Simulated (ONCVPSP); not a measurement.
Pd (Z = 46), ONCV: configuration errors across variants

palladium (Pd), optimised norm-conserving Vanderbilt (ONCV), made with ONCVPSP 4.0.1 (PBEsol, non-relativistic). Core [Ar] 3d10, reference 4s2 4p6 4d10. Waves: 4s: rc 1.10 bohr, ncon 4, nbas 8, qcut 5.4 1/bohr, 2 projectors, debl 1.5 Ha; 4p: rc 1.70 bohr, ncon 4, nbas 8, qcut 8.1 1/bohr, 1 projector; 4d: rc 1.10 bohr, ncon 4, nbas 9, qcut 9.6 1/bohr, local. Local part: the d channel. Core correction: Teter function, fcfact 2, rcfact 1.65.

In the s channel the program set the typed energies aside and used -2.884, 0.250 Ha.

All-electron excitation energies from the reference (eV): (1) 4s2 4p6 4d9 9.255; (2) 4s2 4p6 4d8 30.361; (3) 4s2 4p6 4d9 5s1 2.197.

3 further variants failed, have other tests or another functional or relativity, and are left out.

Errors AE − PS in meV (a dash: test not solved or not reliable):

| change | (1) | (2) | (3) | bound ghosts | GHOST(+) flags above zero |
| --- | --- | --- | --- | --- | --- |
| base | +0.3 | +3.2 | -0.1 | none | s |
| d: nproj 1; local potential polynomial inside 1.05 bohr (lpopt 3, dvloc0 0 Ha) | +0.5 | +4.5 | +0.1 | none | s |
| core correction Teter function, fcfact 2, rcfact 1.78 | +0.3 | +2.8 | -0.4 | none | s |
| s: qcut 7.1; p: qcut 10.6; d: qcut 12.6 | +0.4 | +3.4 | +0.3 | none | s |
| p: nbas 7 | +0.3 | +3.2 | -0.1 | none | s |
| core correction Teter function, fcfact 4.1, rcfact 1.65 | +0.3 | +3.3 | -0.2 | none | s |

**Question.** Give the same row for: s: qcut 3.5.

**Answer.** +0.3, +3.0, -0.4; bound ghosts: none; GHOST(+) flags above zero: s.
